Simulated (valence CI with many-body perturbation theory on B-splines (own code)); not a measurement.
# Energy levels of Sb II

Computed by relativistic CI+MBPT: four valence electrons over a frozen Dirac-Fock core [Kr] 4d10, radial functions for each j: 11 s, 11 p, 9 d, 7 f, 5 g, 2 h, 1 i, with the one-electron correlation potential Σ1 (screened to all orders), the two-electron term Σ2, the three-electron term Σ3, Breit, model QED; selected single and double excitations, second order for the rest, scaled by the run's own slope (own B-spline code, finite nucleus).

Set against measurement, 27 paired levels are off by 122 cm⁻¹ on average, the worst by 285. These come from a selection out of the NIST Handbook of Basic Atomic Spectroscopic Data. Levels without a partner in it may be off by more. Among the levels kept, up to 400 cm⁻¹ of a level comes from second order outside the variational space, and about a tenth of that is noise between levels of different J, which matters for small intervals.

Levels 46 to 80 of 80, with energies above the lowest level, (5s^2 5p1/2^2) J=0. "Leading %" is the weight of the configuration and term that name the level; weights of strongly mixed levels are sums over their largest components and can fall short. In the jj column 3d3/2^4 stands for four electrons in 3d with j = 3/2.

| No. | Configuration | Term | J | E (cm⁻¹) | Leading % | Leading jj | g |
| --- | --- | --- | --- | --- | --- | --- | --- |
| 46 | 4f 5s2 5p | 3F | 3 | 105444 | 39 | 4f7/2 5s^2 5p1/2 (89 %) | 1.150 |
| 47 | 5s2 5p 6d | 3F° | 3 | 105464 | 56 | 5s^2 5p1/2 6d5/2 (88 %) | 1.117 |
| 48 | 4f 5s2 5p | 3G | 4 | 105505 | 38 | 4f7/2 5s^2 5p1/2 (92 %) | 1.103 |
| 49 | 4f 5s2 5p | 3F | 2 | 105559 | 55 | 4f5/2 5s^2 5p1/2 (90 %) | 0.833 |
| 50 | 5s2 5p 6d | 3P° | 2 | 105836 | 42 | 5s^2 5p1/2 6d5/2 (77 %) | 1.300 |
| 51 | 5s2 5p 7p | 3D | 1 | 106310 | 65 | 5s^2 5p1/2 7p1/2 (91 %) | 0.678 |
| 52 | 5s2 5p 7p | 3P | 1 | 107124 | 47 | 5s^2 5p1/2 7p3/2 (92 %) | 1.439 |
| 53 | 5s2 5p 7p | 3D | 2 | 107242 | 52 | 5s^2 5p1/2 7p3/2 (92 %) | 1.179 |
| 54 | 5s2 5p 7s | 3P° | 2 | 107261 | 87 | 5s^2 5p3/2 7s (87 %) | 1.483 |
| 55 | 5s 5p3 | 1P° | 1 | 107361 | 33 | 5s^2 5p3/2 7s (33 %) | 1.045 |
| 56 | 5s2 5p 7p | 3P | 0 | 107361 | 73 | 5s^2 5p1/2 7p1/2 (90 %) |  |
| 57 | 5s2 5p 7s | 1P° | 1 | 107769 | 38 | 5s^2 5p3/2 7s (54 %) | 0.990 |
| 58 | 5s2 5p 6d | 3F° | 4 | 110770 | 90 | 5s^2 5p3/2 6d5/2 (90 %) | 1.250 |
| 59 | 4f 5s2 5p | 1F | 3 | 111259 | 40 | 4f5/2 5s^2 5p3/2 (77 %) | 0.944 |
| 60 | 4f 5s2 5p | 3F | 4 | 111418 | 60 | 4f7/2 5s^2 5p3/2 (77 %) | 1.178 |
| 61 | 5s2 5p 6d | 3D° | 3 | 111467 | 52 | 5s^2 5p3/2 6d3/2 (58 %) | 1.218 |
| 62 | 5s2 5p 6d | 1D° | 2 | 111587 | 39 | 5s^2 5p3/2 6d3/2 (78 %) | 1.011 |
| 63 | 4f 5s2 5p | 3D | 3 | 111908 | 52 | 4f7/2 5s^2 5p3/2 (74 %) | 1.218 |
| 64 | 4f 5s2 5p | 3G | 5 | 112030 | 92 | 4f7/2 5s^2 5p3/2 (92 %) | 1.200 |
| 65 | 4f 5s2 5p | 3F | 2 | 112044 | 36 | 4f5/2 5s^2 5p3/2 (85 %) | 0.919 |
| 66 | 5s2 5p 6d | 3P° | 1 | 112303 | 72 | 5s^2 5p3/2 6d3/2 (79 %) | 1.294 |
| 67 | 5s2 5p 6d | 3P° | 0 | 112329 | 91 | 5s^2 5p3/2 6d3/2 (91 %) |  |
| 68 | 5s2 5p 6d | 3P° | 2 | 112351 | 48 | 5s^2 5p3/2 6d5/2 (78 %) | 1.303 |
| 69 | 4f 5s2 5p | 1G | 4 | 112457 | 63 | 4f5/2 5s^2 5p3/2 (78 %) | 1.019 |
| 70 | 4f 5s2 5p | 3D | 1 | 112751 | 40 | 4f5/2 5s^2 5p3/2 (40 %) | 0.832 |
| 71 | 5s2 5p 6d | 1F° | 3 | 112914 | 64 | 5s^2 5p3/2 6d5/2 (61 %) | 1.084 |
| 72 | 4f 5s2 5p | 1D | 2 | 112942 | 40 | 4f7/2 5s^2 5p3/2 (76 %) | 1.113 |
| 73 | 4f 5s2 5p | 3D | 1 | 112999 | 53 | 4f5/2 5s^2 5p3/2 (53 %) | 0.733 |
| 74 | 5s2 5p 7p | 3P | 2 | 113277 | 41 | 5s^2 5p3/2 7p1/2 (64 %) | 1.295 |
| 75 | 5s2 5p 7p | 3D | 3 | 113344 | 88 | 5s^2 5p3/2 7p3/2 (88 %) | 1.331 |
| 76 | 5s2 5p 8s | 3P° | 1 | 113730 | 50 | 5s^2 5p1/2 8s (76 %) | 1.252 |
| 77 | 5s2 5p 7p | 3S | 1 | 113774 | 68 | 5s^2 5p3/2 7p3/2 (51 %) | 1.819 |
| 78 | 5s2 5p 8s | 3P° | 0 | 113785 | 93 | 5s^2 5p1/2 8s (93 %) |  |
| 79 | 5s2 5p 7p | 1D | 2 | 113997 | 59 | 5s^2 5p3/2 7p3/2 (76 %) | 1.163 |
| 80 | 5s2 5p 6d | 1P° | 1 | 114391 | 41 | 5s^2 5p3/2 6d5/2 (45 %) | 1.033 |

Where two levels of one J and parity lie close, their mixing, g and order are uncertain.
